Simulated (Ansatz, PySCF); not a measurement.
System: bromo(trichloro)silane, sum formula SiBrCl₃, net charge 0, singlet state. 
Coordinates optimised at B3LYP-D3(BJ)/def2-TZVP (Ansatz, an electronic-structure program):
```
Si
Cl 1 2.0344
Cl 1 2.0344 2 109.27
Cl 1 2.0344 2 109.27 3 119.52
Br 1 2.2022 2 109.67 4 120.24
```
Charge 0, spin multiplicity 1.

Property: atomisation energy (electronic, to ground-state atoms), in kcal/mol. Valence correlation only, unless marked. UHF or UKS for open shells. No spin-orbit coupling. The frozen core is the preceding noble-gas configuration, with the filled d and f shells of earlier blocks. Non-relativistic. The coupled-cluster limit lacks core correlation, which all-electron functionals hold. Basis-set limits of correlation are two-point, X^-3; Hartree-Fock from the larger set. The bracket is a focal-point correction in the basis named.

```
level                                                                 program  atomisation energy (kcal/mol)
-------------------------------------------------------------  --------------  -----------------------------
BLYP-D3(BJ)/def2-TZVPD                                         Ansatz + dftd3                              …
revPBE-D4/def2-TZVPD                                           Ansatz + dftd4                          368.3
B3LYP-D4/def2-TZVPD                                            Ansatz + dftd4                              …
PBE0/def2-TZVP                                                         Ansatz                          368.3
r2SCANh-D4/def2-TZVPD                                          Ansatz + dftd4                              …
M06-2X/def2-TZVPD                                                       PySCF                              …
CCSD/6-31G                                                             Ansatz                          207.7
CCSD/def2-TZVPPD                                                       Ansatz                          345.2
RI-MP2/CBS(def2-TZVPPD,def2-QZVPPD)+[CCSD(T)-MP2]/def2-TZVPPD          Ansatz                          371.0
```

### Question
Fill in the missing entries.

### Answer

- BLYP-D3(BJ)/def2-TZVPD, atomisation energy (kcal/mol): 357.6
- B3LYP-D4/def2-TZVPD, atomisation energy (kcal/mol): 360.0
- r2SCANh-D4/def2-TZVPD, atomisation energy (kcal/mol): 374.4
- M06-2X/def2-TZVPD, atomisation energy (kcal/mol): 370.0
